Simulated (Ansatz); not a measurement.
C5H6F2 (`F[C@H]1C=CC[C@@H]1F`). Total charge 0; spin multiplicity 1.

```xyz
13

F    -1.7968    0.5489    1.2615
C    -0.9007   -0.3793    0.7358
C    -1.0517   -0.4700   -0.7450
C     0.0001    0.0452   -1.3714
C     1.0422    0.5564   -0.4255
C     0.5394    0.1028    0.9432
F     1.3056   -0.9639    1.3873
H    -1.0674   -1.3194    1.2693
H    -1.9315   -0.8877   -1.2170
H     0.1074    0.1111   -2.4481
H     2.0333    0.1333   -0.6094
H     1.1429    1.6446   -0.4922
H     0.5771    0.8778    1.7115
```

What are the harmonic wavenumbers in cm⁻¹ at PBE0-D4/def2-TZVP (Ansatz, finite differences of forces, unscaled)? (Best estimate.)

The calculation gave: 55, 231, 319, 373, 457, 564, 702, 771, 815, 878, 958, 978, 995, 1018, 1052, 1079, 1109, 1135, 1208, 1282, 1307, 1323, 1343, 1391, 1405, 1459, 1700, 3059, 3086, 3102, 3109, 3203, 3233.

Is this a minimum?

Yes, all 33 modes are real.

Give the ideal-gas thermochemistry at 298.15 K and 1 bar (rigid rotor, harmonic oscillator; point group C1, symmetry number 1).

Zero-point energy 267.3 kJ/mol; H(298) − E = 285.6 kJ/mol; entropy 330.6 J/(mol·K), of which translation 166.8, rotation 114.0, vibration 49.9; G(298) − E = 187.0 kJ/mol. Modes under 100 cm⁻¹ are hindered rotations or soft bends, so the harmonic entropy is rough.

Rotational constants (cm⁻¹)?

0.1144, 0.09475, 0.0644.
